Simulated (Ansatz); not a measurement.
Ansatz (an electronic-structure program) input (CCSD(T)/STO-3G):

Ansatz 0.2 input:
```yaml
crystal:
  periodic: [false, false, false]
  atoms:
    - {symbol: Y, position_ang: [-0.00031408, -0.05391020, 0.02243749]}
    - {symbol: F, position_ang: [-1.84088475, -0.97428443, -0.02258811]}
    - {symbol: F, position_ang: [0.01105009, 1.89668693, -0.78940358]}
    - {symbol: F, position_ang: [1.83119567, -0.68879165, 0.71476255]}
basis:
  gaussian:
    orbitals: STO-3G
magnetization: {spin_polarized: true, initial_magnetization: 2}
correlation: {method: ccsd_t, electrons: outside_noble_gas}
```

End of the output:

```
mean field evaluation 640: about -97732.1882 eV, gradient 2.2e-1 eV
mean field evaluation 672: about -97730.7492 eV, gradient 1.1e-1 eV
mean field evaluation 704: about -97730.8413 eV, gradient 1.1e-2 eV
mean field evaluation 736: about -97732.9277 eV, gradient 7.6e-2 eV
mean field -97734.92944527 eV, -3591.6924099993 hartree, gradient 1.5e-6 eV, S^2 2.008283; 21 other end points of the search recorded, 0 dependent functions left out
determinant -97734.92944527 eV, -3591.6924099993 hartree, with singles and doubles -97738.14837779 eV, -3591.8107035874 hartree
determinant -97734.81061328 eV, -3591.6880430041 hartree, with singles and doubles -97737.82980987 eV, -3591.7989964322 hartree
determinant -97734.42221985 eV, -3591.6737698087 hartree, with singles and doubles -97737.45149788 eV, -3591.7850937231 hartree
determinant -97734.38437418 eV, -3591.6723790061 hartree, with singles and doubles -97737.67662881 eV, -3591.7933671322 hartree
determinant -97734.07717012 eV, -3591.6610894652 hartree, with singles and doubles -97738.09903890 eV, -3591.8088904165 hartree
determinant -97733.61367428 eV, -3591.6440563071 hartree, with singles and doubles -97737.86332728 eV, -3591.8002281742 hartree
determinant -97733.39447466 eV, -3591.6360008698 hartree, with singles and doubles -97737.53885984 eV, -3591.7883042158 hartree
determinant -97733.04889058 eV, -3591.6233008891 hartree, with singles and doubles -97735.98729259 eV, -3591.7312851710 hartree
determinant -97732.97766633 eV, -3591.6206834459 hartree, with singles and doubles -97736.00478798 eV, -3591.7319281147 hartree
determinant -97732.66164136 eV, -3591.6090697428 hartree, with singles and doubles -97737.01589621 eV, -3591.7690856570 hartree
determinant -97732.54425401 eV, -3591.6047558372 hartree, with singles and doubles -97736.99525101 eV, -3591.7683269598 hartree
determinant -97732.41795320 eV, -3591.6001143678 hartree, with singles and doubles -97737.09483342 eV, -3591.7719865460 hartree
determinant -97732.18974287 eV, -3591.5917277929 hartree, with singles and doubles -97736.63842592 eV, -3591.7552138795 hartree
determinant -97734.92944527 eV, -3591.6924099993 hartree, with singles and doubles -97738.18624592 eV, -3591.8120952157 hartree
determinant -97734.81061328 eV, -3591.6880430041 hartree, with singles and doubles -97737.83880581 eV, -3591.7993270269 hartree
determinant -97734.38437418 eV, -3591.6723790061 hartree, with singles and doubles -97737.84343336 eV, -3591.7994970862 hartree
determinant -97734.07717012 eV, -3591.6610894652 hartree, with singles and doubles -97738.31613060 eV, -3591.8168683893 hartree
determinant -97733.61367428 eV, -3591.6440563071 hartree, with singles and doubles -97738.06397055 eV, -3591.8076016784 hartree
21 core orbitals not correlated, not the lowest: weight in the atoms' cores, before any rotation towards them, 0.699 or more for the frozen orbitals, at most 0.292 for the correlated occupied ones
reference -97734.92944527 eV, -3591.6924099993 hartree; 13, 11 occupied and 8, 10 virtual orbitals, 536 factors
second order -3.07221303 eV of doubles, -0.00000000 eV of singles
coupled cluster: 0.06 GiB planned
cycle   1  -3.25680382 eV  change   -3.2e-6 eV  update   3.4e-6
perturbative correction -0.73054913 eV, -0.0268471852 hartree
Total energy: -97738.91679822 eV, -3591.8389425173 hartree
```

The spin state was set by rule; other spins were not relaxed.
